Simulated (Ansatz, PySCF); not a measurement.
Caution: the highest occupied level lies above zero, so the state may not be bound. This triplet is an excited state, 1.42 eV above the relaxed singlet at the level frozen-core CCSD(T)/aug-cc-pVTZ // B3LYP-D3(BJ)/def2-TZVPD (Ansatz, a program for electronic structure).

B3LYP has the VWN-RPA correlation part, as in Gaussian. 

Cartesian coordinates (Å):
```xyz
4

F     -1.8069    -0.4496     0.0818
B     -0.7812     0.4152    -0.2697
S      0.8680     0.4478     0.4720
H      1.7201    -0.4134    -0.2841
```
Charge -1, spin multiplicity 3.

Task: Give the total energy and highest occupied spin orbital at the level PySCF with B3LYP-D3(BJ)/def2-TZVPD.

Result: 
```
Quantity                              Value
-----------------------------  ------------
total energy                   -523.5763 Ha
highest occupied spin orbital       1.63 eV
```
